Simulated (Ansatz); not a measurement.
# Which is lower?

The two ends of one reaction step of AlH5O4, singlet (PBE0-D4/def2-TZVP).

A:

```
atom    x (Å)    y (Å)    z (Å)
 Al1   0.1866  -0.7893  -0.1170
  H2  -1.3442   1.9562   0.2691
  O3   1.2044  -0.2341   1.1223
  O4  -1.4090  -1.3019   0.0934
  H5  -0.7138   2.0599   0.6572
  O6   0.9833  -1.2018  -1.6332
  O7   0.5848   0.2367  -1.6871
  H8   0.9795  -0.2409   2.0492
  H9  -1.9088  -1.1780   0.8965
 H10   1.4373   0.6930  -1.6504
```

B:

```csv
atom,x (Å),y (Å),z (Å)
Al1,-0.6301,0.2016,0.5856
H2,-1.3289,1.6006,0.8112
O3,1.0807,0.0578,0.9134
O4,-1.6148,-1.1728,0.7534
H5,-0.1700,1.3871,-1.6060
O6,-0.1557,0.4538,-1.3492
O7,1.1823,0.0448,-1.6379
H8,1.4553,-0.4698,1.6150
H9,-1.3328,-2.0732,0.6117
H10,1.5140,-0.0301,-0.6973
```

Computed with Ansatz 0.2.0 (basis: def2-TZVPP); correlated methods freeze the cores. B3LYP uses VWN-RPA correlation.

Problem. Which structure is lower at CCSD(T), and by how much? (Judge from chemistry; the value comes from the calculation.)

Solution. The calculation gives: A, by 0.291 eV (electronic energy, against the other). By their contacts, A is a complex of AlH₃O₄ ([OH][Al]1([OH])[O][OH]1) + H₂ and B is AlH₅O₄ ([OH][OH][AlH]([OH])[OH]).

Problem. Do the other methods give the same order? (A judgement: the text doesn't fix the answer.)

Solution. Computed: Not all: SPW92 gives the other order.

```tsv
method	E(B) − E(A) (eV)
SPW92	-0.152
PBE-D4	0.183
BLYP-D4	0.311
r2SCAN-D4	0.275
B97M-V	0.183
PBE0-D4	0.130
B3LYP-D4	0.245
r2SCAN0-D4	0.206
BHLYP-D4	0.184
CAM-B3LYP-D4	0.165
wB97X-V	0.193
wB97M-V	0.211
B2PLYP	0.294
PBE-QIDH	0.182
RPA on PBE	0.345
HF	0.270
MP2	0.320
CCSD	0.273
CCSD(T)	0.291
```

T1 diagnostic: at most 0.014.

Labels in which every atom is bracketed show which atoms are joined, not bond orders.

For scale, one of the runs: CCSD(T)/def2-TZVPP, 236 basis functions, launched by `ansatz run in.yaml --threads 4 --pin off --events-out ev --progress --plain --max-ram 9574MiB`. Time: 2.6 min of wall clock on 4 CPU threads of an Arm Neoverse V1; the host was shared. Peak host memory: 4.5 GiB.
